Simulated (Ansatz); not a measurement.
A structure relaxed at PBE0-D4/def2-TZVP, charge 0, multiplicity 1:

| atom | x (Å) | y (Å) | z (Å) |
| --- | --- | --- | --- |
| B1 | 0.589 | 1.921 | 1.843 |
| S2 | 2.109 | 1.641 | 0.975 |
| Zn3 | 1.117 | -0.026 | -0.073 |
| C4 | 0.038 | -1.415 | -0.974 |
| N5 | -1.332 | -1.063 | -1.344 |
| H6 | 0.522 | 2.808 | 2.640 |
| H7 | -0.389 | 1.240 | 1.652 |
| H8 | 0.570 | -1.735 | -1.873 |
| H9 | 0.009 | -2.295 | -0.327 |
| H10 | -1.877 | -0.796 | -0.535 |
| H11 | -1.355 | -0.281 | -1.985 |

Q: Give its formula and SMILES.

A: CH6BNSZn, `B[S][Zn][CH2]N`.

Q: Summarise the bond lengths by kind.

A: 1 × B–S 1.773 Å; 2 × B–H 1.195 to 1.207 Å; 1 × S–Zn 2.205 Å; 1 × C–Zn 1.976 Å; 1 × C–N 1.462 Å; 2 × C–H 1.093 Å; 2 × H–N 1.011 Å.

Computed with Ansatz.
